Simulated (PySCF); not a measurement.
**A thermochemical cycle for InO**

PBE in PySCF with def2-SVPD on every atom (core potentials on In), for the lowest determinant that a PBE0 search found; no spin–orbit coupling. InO, a doublet (π ↑), has De = 3.82 eV to neutral atoms, and InO⁺, a triplet (π ↑↑), has De = 0.26 eV to In⁺ + O.

At the same level the In atom ionises at 5.58 eV.

Question: What is the adiabatic ionisation energy of the molecule, and does ionisation strengthen or weaken the bond?

Answer: IE = IE(In) + De(neutral) − De(ion) = 5.58 + 3.82 − 0.26 = 9.14 eV. De changes by -3.56 eV, so ionisation weakens the bond.

Weak bonds: InO⁺. Basis-set superposition, not corrected here, can be much of De in a small basis, most of all at correlated wavefunction levels. These are scalar-relativistic numbers at best; spin–orbit coupling would shift them, the dissociation energy most. For an ion De counts to the pair picked by the measured ionisation energies or electron affinities, which need not be the lowest pair at this level. States were picked by a PBE0 search and need not be the measured ground states.
